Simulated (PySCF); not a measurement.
Te(SMe)(GeH3) (CH6GeSTe), SMILES S([Te][GeH3])C. Atoms are numbered in the order given.

```xyz
10

Te     0.3676     0.1861     0.9083
S      1.6651     0.4422    -1.1202
C      2.0813    -1.2730    -1.5382
H      2.6918    -1.7426    -0.7551
H      2.6700    -1.2175    -2.4670
H      1.1803    -1.8740    -1.7236
Ge    -1.8148    -0.1166    -0.4110
H     -1.6320    -1.2801    -1.4010
H     -2.9376    -0.4488     0.5907
H     -2.1409     1.1775    -1.1721
```

The structure is a stationary point at PBE0-D3(BJ)/def2-SVP. This is a generated structure with no PubChem entry under its InChIKey; it may be hypothetical. The def2 effective core potentials stand for the cores of Te; spin–orbit coupling is left out. Other conformers were not sampled.

Method: CAM-B3LYP/def2-TZVP in PySCF.

ESP charges are fitted to the potential on shells at 1.4 to 2.0 van der Waals radii. Atomic charges (e):

```csv
atom,ESP fit,Mulliken,Löwdin
Te1,0.01,-0.02,0.11
S2,-0.13,-0.18,0.19
C3,-0.35,-0.34,-0.56
H4,0.13,0.15,0.11
H5,0.18,0.14,0.11
H6,0.12,0.14,0.10
Ge7,-0.02,0.09,0.12
H8,0.02,0.00,-0.06
H9,0.03,0.01,-0.06
H10,0.01,0.02,-0.06
```
